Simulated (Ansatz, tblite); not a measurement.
Cost and result up the ladder for the cluster Se3⁻ (3 atoms). Charge -1, multiplicity 2. Geometry: PBE0-D4/def2-TZVPD.

```xyz
3

Se    0.734   -1.142    1.398
Se    0.042    1.038   -1.649
Se   -0.776    0.104    0.251
```

Ansatz on 4 threads of Arm Neoverse V1 on a shared host; xTB runs through tblite on one thread. Times are rough, summed over both states, and most runs start from the orbitals of an earlier one. No level here is sound enough to serve as a yardstick. The other state is a singlet.

The xTB rows come from tblite. The structure comes from a short search, and lower isomers may exist.

Raw xTB energies of ions are shifted by several eV, and xTB has no spin-polarisation term.

```
               level  functions  wall time
            GFN1-xTB         27    0.006 s
            GFN2-xTB         27    0.006 s
   PBE-D4/def2-TZVPD        171        6 s
  PBE0-D4/def2-TZVPD        171       12 s
r2SCAN-D4/def2-TZVPD        171       14 s
```

**Question.** Estimate what each level gives for the vertical IE (eV).

**Answer.** 
```json
{"level": "GFN1-xTB", "vertical IE (eV)": "5.29", "remarks": "–"}
{"level": "GFN2-xTB", "vertical IE (eV)": "7.83", "remarks": "–"}
{"level": "PBE-D4/def2-TZVPD", "vertical IE (eV)": "2.60", "remarks": "restricted singlet, untested (singlet)"}
{"level": "PBE0-D4/def2-TZVPD", "vertical IE (eV)": "2.93", "remarks": "restricted singlet, untested (singlet)"}
{"level": "r2SCAN-D4/def2-TZVPD", "vertical IE (eV)": "2.80", "remarks": "restricted singlet, untested (singlet)"}
```
